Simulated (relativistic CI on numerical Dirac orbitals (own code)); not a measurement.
**Slater and spin-orbit integrals, Ho28+**

These numbers are calculated, not measured: Dirac-Coulomb-Breit CI, separate exchange-only KLI orbitals for each configuration, model QED, unscaled Slater integrals (own radial code, finite nucleus).

Slater integrals F^k, G^k are unscaled and averaged over j, outside the closed core [Ar] 3d10; ζ comes from projecting the Hamiltonian with its Breit term on Σ l·s of the shell.

- 4s²4p⁶4d³: F^2(4d,4d) = 201650, F^4(4d,4d) = 137230, ζ(4d) = 33498 cm⁻¹; <r>(4d) = 0.4996, <r^2>(4d) = 0.2852 (bohr units).
- 4s²4p⁵4d⁴: ζ(4p) = 273470, F^2(4d,4d) = 201610, F^4(4d,4d) = 137200, F^2(4p,4d) = 203860, G^1(4p,4d) = 254480, G^3(4p,4d) = 162630, ζ(4d) = 33357 cm⁻¹; <r>(4p) = 0.4928, <r^2>(4p) = 0.2746, <r>(4d) = 0.4997, <r^2>(4d) = 0.2852 (bohr units).
- 4s²4p⁶4d²4f: F^2(4d,4d) = 201530, F^4(4d,4d) = 137140, ζ(4d) = 33474, F^2(4d,4f) = 201750, F^4(4d,4f) = 131860, G^1(4d,4f) = 212930, G^3(4d,4f) = 145640, G^5(4d,4f) = 106680, ζ(4f) = 4961.6 cm⁻¹; <r>(4d) = 0.5, <r^2>(4d) = 0.2856, <r>(4f) = 0.4793, <r^2>(4f) = 0.2611 (bohr units).

(1) Give the Racah parameters of the d shell in 4s²4p⁶4d³.

Averages of the first 10 configurations, taken without configuration mixing, which lowers the lowest level and can move excited configurations by several eV; other configurations of the list can lie among them:

```tsv
Configuration	Parity	States	Average energy above the lowest level (eV)
4s²4p⁶4d³	even	120	21.8
4s²4p⁵4d⁴	odd	1260	182.8
4s²4p⁶4d²4f	odd	630	189.9
4s4p⁶4d⁴	even	420	308.2
4s4p⁶4d³4f	odd	3360	474.4
4s²4p⁶4d²5s	even	90	338.4
4s²4p⁶4d4f5s	odd	280	506.5
4s²4p⁶4d²5p	odd	270	389.0
4s²4p⁶4d²5d	even	450	459.0
4s²4p⁵4d³5s	odd	1440	498.1
```

## Answers

(1) B = F²/49 − 5F⁴/441 = 2559 cm⁻¹ and C = 35F⁴/441 = 10891 cm⁻¹.
